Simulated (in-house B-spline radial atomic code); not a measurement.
The numbers below are computed, except where a source is named.
Correlation energy from the adiabatic connection: −Z/r, Z = 4.73, wall at 2.39 bohr

Two electrons in a singlet, external potential −Z/r, Z = 4.73, wall at 2.39 bohr (atomic units). Full CI in B-splines (partial waves to l = 8, correlation up to 0.6 % small) with the density held fixed gives W(λ) = <V_ee>_λ − U, and E_c is the integral of W(λ) − W(0) from 0 to 1.

| λ | W(λ) − W(0) (hartree) |
| --- | --- |
| 0 | 0.00000 |
| 0.02 | -0.00187 |
| 0.05 | -0.00467 |
| 0.12 | -0.01115 |
| 0.25 | -0.02298 |
| 0.4 | -0.03632 |
| 0.6 | -0.05361 |
| 0.8 | -0.07035 |
| 1 | -0.08657 |

Q: Integrate the table by the trapezoid rule.

A: The strips give -0.00002, -0.00010, -0.00055, -0.00222, -0.00445, -0.00899, -0.01240, -0.01569, which sum to -0.04442 hartree. The direct value, W(1) − W(0) + T_c with T_c = 0.04212, is -0.04445; the curve is convex, so chords lie above it and the trapezoids fall short in size by 0.07 %.

Q: Now use only three numbers: W(0) = -2.7331, the initial slope W'(0) = -0.09386 (extrapolated from the first points) and the strong-coupling limit of the point-charge-plus-continuum model, W∞ = -3.8831. What do second-order theory and the interpolation W(λ) = W∞ + (W(0) − W∞)/√(1 + 2χλ) of Seidl, Perdew and Levy give?

A: Second order keeps the slope alone: E_c = W'(0)/2 = -0.04693, +6 % in size against -0.04445. Matching the slope fixes χ = W'(0)/(W∞ − W(0)) = -0.09386/(-1.15000) = 0.08162. Integrating, with s = √(1 + 2χ) = 1.078534, E_c = −(W(0) − W∞)(s − 1)/(s + 1) = −1.15000 × 0.078534/2.078534 = -0.04345 hartree, -2.2 % in size against the full result. At λ = 1 the formula gives W − W(0) = -0.08374 against -0.08657. Part of the miss can come from the model's W∞.
